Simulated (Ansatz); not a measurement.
Ansatz (an electronic-structure program) input:

Ansatz 0.2 input:
```yaml
crystal:
  periodic: [false, false, false]
  atoms:
    - {symbol: B, position_ang: [-0.75292693, -0.03938241, -0.04068470]}
    - {symbol: N, position_ang: [0.69916731, -0.00104991, -0.01098677]}
    - {symbol: H, position_ang: [-1.23341142, -0.71105686, -0.90474779]}
    - {symbol: H, position_ang: [-1.20904296, 1.12392383, 0.06209953]}
    - {symbol: H, position_ang: [-1.19454407, -0.24121976, 1.11522353]}
    - {symbol: H, position_ang: [1.22013636, 0.53055227, 0.67094606]}
    - {symbol: H, position_ang: [1.28732554, -0.49793807, -0.66319044]}
basis:
  gaussian:
    orbitals: aug-cc-pVDZ
magnetization: {spin_polarized: true, initial_magnetization: 1}
correlation: {method: ccsd_t, electrons: outside_noble_gas}
output: {forces: true}
```

Task: Which total energy does the run end on?

Result: -82.32324 Eh (CCSD(T)/aug-cc-pVDZ). The basis has 91 functions.

It need not be the lowest isomer of its formula.
